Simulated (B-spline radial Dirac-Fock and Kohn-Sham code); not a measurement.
The computed values come from a radial finite-basis atomic code: ΔSCF Dirac-Fock with Breit, self-energy and vacuum polarisation, finite nucleus, configuration average. Correlation and solid-state effects are left out.

**Question.** An atom or ion in its tabulated ground configuration has these computed binding energies (the last is its least bound level). Which is it?

| level | binding energy (eV) |
| --- | --- |
| L1 | 10384.2 |
| L3 | 9122.8 |
| M1 | 3319.4 |
| M3 | 2944.6 |
| M5 | 2571.7 |
| N1 | 1503.4 |
| N2,3 | 1388.0 |

**Answer.** Dy³³⁺: Z = 66 with 33 electrons, [Ar] 3d10 4s2 4p3.

**Question.** An atom or ion in its tabulated ground configuration has these computed binding energies (the last is its least bound level). Which is it?

```csv
level,binding energy (eV)
K,65620.4
L1,13127.9
L3,11501.0
M1,4594.1
M2,4373.1
M3,4118.1
"M4,5",3734.1
```

**Answer.** Lu⁴⁴⁺: Z = 71 with 27 electrons, [Ar] 3d9. The hydrogen-like estimate √(E/Ry) = 69.4 for the K level lies 1.6 below Z (screening lowers it, relativity raises it); the outermost level, at 3734.1 eV, fixes the charge.
